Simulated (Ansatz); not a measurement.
Species: C3H4O, SMILES `O=C1CC1` (charge 0, multiplicity 1).

Problem. Give a relaxed geometry from B3LYP-D3(BJ)/def2-TZVP in Ansatz (a quantum-chemistry and plane-wave program).

Solution. the end point of this relaxation (outside a Z-matrix the atoms follow the SMILES, hydrogens last).
Cartesian coordinates (Å) in one orientation:
```xyz
8

O      2.114    -0.062    -0.185
C      0.925    -0.027    -0.081
C     -0.292     0.788    -0.068
C     -0.321    -0.770     0.122
H     -0.665     1.187    -1.004
H     -0.500     1.403     0.800
H     -0.548    -1.151     1.111
H     -0.713    -1.367    -0.694
```
